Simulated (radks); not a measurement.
Values are calculated unless marked as measured or tabulated.
Task: Ga9+, configuration [Ar] 3d4 (the NIST ground configuration). Code: a radial shooting solver on a logarithmic mesh with Libxc functionals. Model: Dirac Kohn-Sham, PBE, spin-unpolarised, spherical densities, point nucleus; open shells are shared between the two j in proportion to 2j + 1. Some entries of the table are withheld. Estimate them.

| orbital | occ. | eigenvalue (eV) | <1/r> (bohr^-1) |
|---|---|---|---|
| 1s1/2 | 2 | -10457.94 | 31.30 |
| 2s1/2 | 2 | -1497.118 | 6.892 |
| 2p1/2 | 2 | -1352.191 | (1) |
| 2p3/2 | 4 | -1324.541 | (2) |
| 3s1/2 | 2 | -357.4197 | 2.347 |
| 3p1/2 | 2 | (3) | 2.252 |
| 3p3/2 | 4 | (4) | 2.213 |
| 3d3/2 | 1.6 | (5) | 2.027 |
| 3d5/2 | 2.4 | (6) | 2.018 |
| 4s1/2 | 0 | -140.4930 | 1.006 |
| 4p1/2 | 0 | -124.9923 | 0.9509 |
| 4p3/2 | 0 | -123.9601 | 0.9408 |

Result: 
(1) 2p1/2 <1/r> (bohr^-1): 6.846
(2) 2p3/2 <1/r> (bohr^-1): 6.672
(3) 3p1/2 eigenvalue (eV): -309.5669
(4) 3p3/2 eigenvalue (eV): -305.1766
(5) 3d3/2 eigenvalue (eV): -225.2357
(6) 3d5/2 eigenvalue (eV): -224.5079
